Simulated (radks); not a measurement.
Fractional charge and spin in the 2s shell of nitrogen: the spin-up occupation runs from 0 to 1 and the spin-down occupation from 0 to 1; the fullest corner is N3+, [He] 2s(up 1, down 1). All-electron calculation, non-relativistic Kohn-Sham, BLYP, spin-polarised, spherical densities, point nucleus. Program: a radial shooting solver on a logarithmic mesh with Libxc functionals. Energy (eV) minus the two flat planes that join the four corners (they meet along the diagonal where the two added fractions sum to one electron); zero is where a piecewise linear energy would lie.

| down \ up | 0 | 0.25 | 0.5 | 0.75 | 1 |
|---|---|---|---|---|---|
| 0 | 0.000 | -1.654 | -2.236 | -1.702 | 0.000 |
| 0.25 | -1.654 | -1.757 | -0.925 | 0.983 | -1.520 |
| 0.5 | -2.236 | -0.925 | 1.340 | -0.912 | -2.054 |
| 0.75 | -1.702 | 0.983 | -0.912 | -1.775 | -1.558 |
| 1 | 0.000 | -1.520 | -2.054 | -1.558 | 0.000 |

Corners above the fullest one (they belong to N4+ and the next ion): (up 1, down 0) 76.417 eV, (up 0, down 1) 76.417 eV, (up 0, down 0) 175.07 eV. With half an added electron in each spin the energy lies 1.340 eV from the planes (fractional-spin error, the static-correlation error of a stretched bond), and with half an added electron in spin up alone -2.236 eV (fractional-charge error). For a frontier s shell over closed shells the exact functional lies on the planes.
